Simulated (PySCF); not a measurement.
# How methods differ on the ionisation energy of Cr⁺

Cr⁺ [Ar] 3d5 (6S) → Cr²⁺ [Ar] 3d4 (5D), as a difference of total energies. All numbers are calculated (PySCF 2.14, scalar relativity by spin-free X2C-1e, in cc-pVDZ-DK). Correlated levels: valence: [Ar] frozen. The calculations carry no spin-orbit coupling.

**Question.** Order these methods by the ionisation energy they give, lowest first.
A. TPSS
B. UHF
C. MP2 (valence)
D. SCS-MP2 (valence)

**Answer.** B (15.065 eV), D (15.374 eV), C (15.993 eV), A (16.796 eV).

The reference lies between the lowest fine-structure levels, while these numbers refer to the centres of the terms.

Errors of the correlated levels include the incompleteness of this basis and the frozen core.

For comparison: 16.486 eV (measured; NIST Atomic Spectra Database, ionization energies).
